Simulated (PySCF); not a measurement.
TiOF2, singlet: data card

These are results of B3LYP/[Ti def2-SVP, O def2-SVP, F def2-SVP], no relativity, density fitting, PySCF, not measurements.

The structure is a minimum.

```xyz
4
charge 0 multiplicity 1, angstrom
Ti   -0.1160   -0.0357    0.0000
O    -0.0001   -1.6253    0.0000
F     0.1467    0.7294   -1.5840
F     0.1467    0.7294    1.5840
```

```json
{
  "Point group": "Cs",
  "Bond lengths": "Ti–F 1.779 Å (×2), Ti–O 1.594 Å",
  "Bond angles": "F–Ti–F 125.9°, F–Ti–O 114.7° (×2)",
  "Lowest empty level": "-3.66 eV",
  "Enthalpy at 298.15 K above 0 K": "15.12 kJ/mol",
  "Principal polarisabilities": "13.8, 25.7, 29.1 bohr³",
  "Dipole moment": "2.10 D",
  "Atomisation energy without zero-point energy": "1846 kJ/mol",
  "Heat capacity Cp at 298.15 K": "63.4 J/(mol K)",
  "Rotational constants": "0.2634, 0.1747, 0.1066 cm⁻¹",
  "Highest occupied level": "-9.17 eV",
  "Zero-point energy": "19.2 kJ/mol",
  "Principal quadrupole moments (Buckingham, traceless) about the centre of mass": "-6.56, -4.61, 11.17 D Å",
  "Rotational symmetry number": "1",
  "Entropy at 298.15 K and 1 bar": "306.5 J/(mol K)"
}
```

Harmonic modes (masses in u: Ti 47.948, O 15.995, F 18.998):
```csv
symmetry,ω (cm⁻¹),IR (km/mol)
a',74,107
a',211,11.8
a'',281,4.5
a',704,63.1
a'',816,235
a',1123,206
```

Charges (e):
```csv
atom,Mulliken,Löwdin,polar tensor,Mayer order to Ti1
Ti1,1.21,0.53,2.19,–
O2,-0.39,-0.13,-0.79,2.25
"F3,4",-0.41,-0.20,-0.70,0.98
```

Mulliken populations on Ti1: s 6.10, p 12.40, d 2.22, f 0.07.

Outer orbital energies (eV). occupied: -12.19, -11.66, -11.57, -11.41, -11.04, -9.84, -9.53, -9.17; empty: -3.66, -2.76, -1.90, -0.21.

Formally Ti is in oxidation state +4, d0. The polar-tensor charge on Ti, 2.19, is far below the formal one.

Stability towards spin polarisation was not tested. Other isomers or separated fragments may lie lower.

The final relaxation and frequency run took 25 s on 2 threads of a shared Arm Neoverse V2 host, with 73 basis functions and 15 gradients; the process peaked at 0.87 GiB.
